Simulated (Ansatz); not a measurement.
H9NOSi3 can be A, `N[SiH](O)[SiH2][SiH3]`, or B, `O[SiH]([SiH3])N[SiH3]`.

Computed with Ansatz on PBE0-D4/def2-TZVP structures; ΔE is electronic, products minus reactants. CCSD(T)/CBS adds triple-zeta CCSD(T) − MP2 to the extrapolated MP2 energy (def2 sets, frozen cores). DFT in def2-TZVPP. B3LYP here is the variant with VWN-RPA as its local correlation; programs differ in this. One conformer a species, not always the lowest.

(1) Which is lower in electronic energy at CCSD(T)/CBS, and by how much? (An estimate is asked.)

(2) Give E(B) − E(A) in kcal/mol with PBE0-D4, r2SCAN-D4, PBE-D4, CCSD/def2-TZVPP, B3LYP, CCSD(T)/def2-TZVPP, HF/def2-TZVPP. (Estimate.)

Largest T1 diagnostic: 0.013.

Results:

(1) Ansatz gave: B, by 10.6 kcal/mol.

(2) Computed: PBE0-D4 -7.5, r2SCAN-D4 -8.9, PBE-D4 -6.2, CCSD/def2-TZVPP -11.1, B3LYP -9.3, CCSD(T)/def2-TZVPP -10.9, HF/def2-TZVPP -13.2. None reverses the order clearly.

From PBE to PBE0 (25 % exact exchange), in def2-TZVPP and without D4, E(B) − E(A) moves by −1.3 kcal/mol. The D4 term adds −1.0 kcal/mol with B3LYP and −0.5 kcal/mol with PBE0; it sums over pairs of atoms, weighted by their polarisabilities, and B3LYP, whose exchange is more repulsive, gets the larger term.
